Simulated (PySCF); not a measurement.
# How methods differ on the excitation energy of C+

C+ [He] 2s2 2p1 (2P) → C+ [He] 2s1 2p1 3s1 (4P), as a difference of total energies. All numbers are calculated (PySCF 2.14, no relativity, point nucleus, in dyall-av2z (11s7p2d, 42 functions)). Correlated levels: valence: 1s2 frozen; virtual orbitals above 40 to 60 times the deepest correlated orbital energy dropped. The calculations carry no spin-orbit coupling.

```json
{"method": "UHF", "excitation energy (eV)": "18.862"}
{"method": "MP2 (valence)", "excitation energy (eV)": "19.955"}
{"method": "SCS-MP2 (valence)", "excitation energy (eV)": "20.257"}
{"method": "CCSD (valence)", "excitation energy (eV)": "20.511"}
{"method": "CCSD(T) (valence)", "excitation energy (eV)": "20.532"}
{"method": "CCSDT (valence)", "excitation energy (eV)": "20.539"}
```

How much does correlation contribute at CCSD(T) (valence)?

20.532 − (18.862) = 1.670 eV, measured against UHF.

The promoted electron is Rydberg-like, and one or two diffuse shells describe it only roughly, which tends to raise the upper state.
